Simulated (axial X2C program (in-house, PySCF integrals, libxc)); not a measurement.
**Potential curves of SbH, with spin–orbit coupling**

All values were computed with an in-house all-electron X2C program for linear molecules (integrals from PySCF). Two-component (2c) means X2C with spin–orbit coupling and atomic mean-field two-electron Coulomb and Gaunt terms. Basis: Sb dyall-cv3z [11s12p8d4f1g], H dyall-v3z [6s2p1d] (cores contracted in-house); Gaussian nuclei, density fitting, unrestricted open shells. Masses: Sb 120.904 u, H 1.008 u.

State: Ω = 1 (⟨Sz⟩ = 1.00, ⟨Lz⟩ = 0.00 at HF). Energies in eV from the fragments at the same level (Sb + H). Fits are polynomials in 1 − R0/R over 0.85 to 1.23 times the lowest point R0.

```
 R (Å)  CCSD(T)
1.5643  -2.3117
1.6159  -2.4242
1.6674  -2.4824
1.7190  -2.4969
1.7792  -2.4697
1.8393  -2.4064
1.9167  -2.2859
```

Correlated methods: 16 electrons correlated (number of frozen shells: Sb 4 s, 3 p, 1 d; H none), 190 virtual spin orbitals or spinors in MP2, 110 natural virtuals in coupled cluster.

The state is a single determinant with fixed occupations, the lowest that a limited PBE0 search found. Dissociation energies refer to the lowest single-determinant-based atoms at the same level and basis. Coupled cluster ran in a truncated set of natural virtual spinors; the MP2 energy of the rest was added. (T) has no such correction and the atoms are truncated less, which lowers De at CCSD(T) by a hundredth of an eV or more. PBE0 can misorder states that lie within some tenths of an eV, so this need not be the ground state of the molecule. The nearest other 2c determinant of the search, Ω = 0, lies 0.48 eV up at the distance of the search. With several unpaired electrons one determinant need not be a pure state. Open-shell Ω = 0 determinants with evenly filled partner blocks cannot be reached by this program, so the Ω shown need not be the lowest component. This is the Ω = 1 component of a π² triplet; the 0⁺ component is not one determinant and can lie lowest. Coupled cluster ran on the points near the minimum only. MP2 and coupled cluster on one determinant become unreliable at the stretched end.

Fit the CCSD(T) curve near its minimum: give the equilibrium distance, the harmonic wavenumber and the well depth.

At CCSD(T), 2c: Re = 1.712 Å, ωe ≈ 1920 cm⁻¹, De = 2.50 eV to Sb + H; Be follows as 5.75 cm⁻¹.
